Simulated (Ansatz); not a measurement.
Reaction (ligand exchange at the Si–C bond): `C[Si](O)(O)S` + H–F → `O[Si](O)(F)S` + CH₄

Program: Ansatz. Geometries: PBE0-D4/def2-TZVP. ΔE: electronic, gas phase. CCSD(T)/CBS adds triple-zeta CCSD(T) − MP2 to the extrapolated MP2 energy (def2 sets, frozen cores). This one scheme is used for every species. DFT in def2-TZVPP. Each species was taken in one conformer, which may not be the lowest.

`C[Si](O)(O)S`:

Z-matrix (Å, degrees):
```
C
Si 1 1.848
H 1 1.092 2 111.0
H 1 1.093 2 109.7 3 -119.4
H 1 1.092 2 111.1 3 120.5
O 2 1.642 1 114.2 3 179.8
O 2 1.633 1 106.0 3 61.5
S 2 2.148 1 112.0 3 -61.8
H 6 0.958 2 117.9 1 77.5
H 7 0.959 2 117.1 1 -176.8
H 8 1.343 2 94.4 1 45.3
```

H–F:

Cartesian coordinates in Å:
```
F 0.417 -0.117 -0.156
H -0.417 0.117 0.156
```

`O[Si](O)(F)S`:

Z-matrix (Å, degrees):
```
Si
O 1 1.618
F 1 1.593 2 109.5
O 1 1.625 2 108.5 3 -119.4
S 1 2.109 2 110.7 3 119.1
H 2 0.959 1 118.0 3 68.8
H 4 0.959 1 118.2 2 174.7
H 5 1.344 1 93.2 2 -81.5
```

CH₄:

Cartesian coordinates in Å:
```
C 0.000 0.000 0.000
H 0.894 0.610 -0.125
H -0.110 -0.664 -0.857
H -0.874 0.647 0.072
H 0.089 -0.593 0.910
```

Task: Is it downhill or uphill in electronic energy at CCSD(T)/CBS, and by how much? (An estimate is asked.)

Result: The calculation gave: Downhill: ΔE = -147.3 kJ/mol.

Task: What do these levels give: ωB97M-V, r2SCANh, RPA@PBE/def2-TZVPP, HF/def2-SVP, MP2/def2-QZVPP, CCSD/CBS(def2)? (Best estimate.)

Result: The calculation gave: ωB97M-V -151.2, r2SCANh -155.5, RPA@PBE/def2-TZVPP -148.7, HF/def2-SVP -164.9, MP2/def2-QZVPP -146.7, CCSD/CBS(def2) -150.6 kJ/mol.

Largest T1 diagnostic among the species: 0.012.

Leaving LDA and LC-ωPBE aside and taking each functional with its dispersion term where it has one, the values, not all of them listed here, spread over 24.9 kJ/mol, from B97M-V to revPBE-D4. From BLYP to BHLYP (50 % exact exchange), in def2-TZVPP and without D4, ΔE moves by −5.9 kJ/mol.
